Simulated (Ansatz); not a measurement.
One geometry of Li5H6, several levels of theory.

```yaml
crystal:
  periodic: [false, false, false]
  atoms:
    - {symbol: Li, position_ang: [-1.553730, 0.288181, -1.394290]}
    - {symbol: Li, position_ang: [0.559807, -1.008902, -1.502140]}
    - {symbol: Li, position_ang: [-0.397148, -0.290691, 0.731543]}
    - {symbol: Li, position_ang: [2.882335, 0.556352, 0.457445]}
    - {symbol: Li, position_ang: [0.589748, 1.553750, -0.885513]}
    - {symbol: H, position_ang: [-0.969752, 1.262625, 0.038124]}
    - {symbol: H, position_ang: [-0.734431, -0.314842, 2.816413]}
    - {symbol: H, position_ang: [0.024455, 0.513298, -2.296085]}
    - {symbol: H, position_ang: [1.313626, -0.197723, -0.009956]}
    - {symbol: H, position_ang: [-1.020502, -1.311549, -0.647144]}
    - {symbol: H, position_ang: [-0.694397, -1.050499, 2.691614]}
basis:
  gaussian: {orbitals: def2-TZVPD, initial_orbitals: start.molden}
magnetization: {spin_polarized: true, initial_magnetization: 1}
hamiltonian: {xc: r2scan, dispersion: d4}
scf: {omitted_lower_state_checks: [starts]}
output: {orbitals: {seedname: orbitals}}
```

The file start.molden holds the orbitals of an earlier run on this structure, at another level or in another basis.

```sh
$ ansatz run in.yaml --threads 4 --pin off --events-out ev --progress --plain --max-ram 3916MiB
```

Output, abridged:

```
Functional definition: r2SCAN
1131 factors; their error is unknown
mean field evaluation 1: about -1120.3189 eV, gradient 5.1e0 eV
mean field evaluation 2: about -1120.4899 eV, gradient 1.5e-1 eV
mean field evaluation 4: about -1120.4812 eV, gradient 1.1e-3 eV
mean field -1120.48120190 eV, -41.1769246804 hartree, gradient 1.5e-5 eV, S^2 0.750573; 0 other end points of the search recorded, 0 dependent functions left out
reference -1120.48126867 eV, -41.1769271343 hartree; 11, 10 occupied and 128, 129 virtual orbitals, 1131 factors
Total energy: -1120.53373277 eV, -41.1788551544 hartree
Checks for a lower state left out: starts
```

Run time 3.3 s (4 threads of Arm Neoverse V2 on a shared host).

First input, but with `gaussian: {orbitals: def2-TZVP, initial_orbitals: start.molden}`, `hamiltonian: {xc: {name: LC-wPBE}}` (abridged; 2.5 s):

```
Functional definition: LC-wPBE
mean field -1119.89796757 eV, -41.1554912139 hartree, gradient 2.6e-5 eV, S^2 0.750312
Total energy: -1119.89796758 eV, -41.1554912144 hartree
Checks for a lower state left out: starts
```

First input, but with `gaussian: {orbitals: def2-TZVP, initial_orbitals: start.molden}`, `hamiltonian: {xc: {text: "exchange = 0.85*pbe_x + 0.15*exact_x\ncorrelation = pbe_c"}}` (abridged; 1.1 s):

```
Functional definition: unnamed
mean field -1117.94068479 eV, -41.0835623985 hartree, gradient 8.1e-6 eV, S^2 0.750221
Total energy: -1117.94075306 eV, -41.0835649075 hartree
Checks for a lower state left out: starts
```

The first input with `gaussian: {orbitals: def2-TZVP, initial_orbitals: start.molden}`, `correlation: {method: mp2}` and without the key `hamiltonian` (abridged; 0.35 s):

```
Functional definition: HF
mean field -1108.48973953 eV, -40.7362465663 hartree, gradient 2.6e-6 eV, S^2 0.750372
second order -7.68957132 eV of doubles, -0.00000000 eV of singles
Total energy: -1116.17931084 eV, -41.0188331000 hartree
Checks for a lower state left out: starts
```

First input, but with `gaussian: {orbitals: def2-TZVP, initial_orbitals: start.molden}`, `hamiltonian: {xc: pbe}`, `correlation: {method: rpa}` and without the key `output` (abridged; 1.6 s):

```
Functional definition: PBE
mean field -1117.43805857 eV, -41.0650912256 hartree, gradient 2.1e-6 eV, S^2 0.750227
Total energy: -1125.47546983 eV, -41.3604606415 hartree
Checks for a lower state left out: starts
```

First input, but with `gaussian: {orbitals: def2-SVP, initial_orbitals: start.molden}`, `hamiltonian: {xc: pbe0, dispersion: d4}` (abridged; 1.5 s):

```
Functional definition: PBE0
mean field -1117.39427769 eV, -41.0634823080 hartree, gradient 3.2e-5 eV, S^2 0.750247
Total energy: -1117.55405983 eV, -41.0693541932 hartree
Checks for a lower state left out: starts
```

The first input with `gaussian: {orbitals: def2-TZVP, initial_orbitals: start.molden}`, `hamiltonian: {xc: {text: "exchange = 0.50*pbe_x + 0.50*exact_x\ncorrelation = pbe_c"}}` (abridged; 1.3 s):

```
Functional definition: unnamed
mean field -1119.24127060 eV, -41.1313580454 hartree, gradient 7.0e-6 eV, S^2 0.750261
Total energy: -1119.24131177 eV, -41.1313595586 hartree
Checks for a lower state left out: starts
```

Geometry: r2SCAN-D4/def2-TZVP.

LC-ωPBE has ω = 0.4 bohr⁻¹. Correlated methods freeze no core orbitals; core or outer-core shells of Li are correlated, in sets that lack core-valence functions. In the doublet, H7 and H11 lie 0.75 Å apart (atoms count from 1), so H2 has formed as a molecule. The structure comes from a short search, and lower isomers may exist.
